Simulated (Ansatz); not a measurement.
Basis-set extrapolation for `[SiH3]CCCCl` (PBE0-D4/def2-TZVP geometry, frozen core, Ansatz). Multiplicity 1, RHF reference.

|  | def2-TZVPP | def2-QZVPP |
| --- | --- | --- |
| HF | -867.345116 | -867.372550 |
| MP2 correlation | -0.845551 | -0.907364 |
| CCSD(T) correlation | -0.950576 | not run |

Energies in hartree. Use E(X) = E(∞) + A·exp(−7.88·√X) for Hartree–Fock and E(X) = E(∞) + B·X^(−2.97) for correlation, with X = 3 and 4, and add CCSD(T) minus MP2 of the smaller set to the MP2 limit.

Task: What is the CCSD(T) energy at the basis-set limit?

Result: HF limit: -867.372550 + (-0.027434) × 0.13774 = -867.37633. MP2 limit: -0.907364 + (-0.061813) × 0.74074 = -0.95315. Higher-order term: -0.950576 − (-0.845551) = -0.10502. Total: -868.43450 hartree, 364.4 kJ/mol below CCSD(T)/def2-TZVPP.
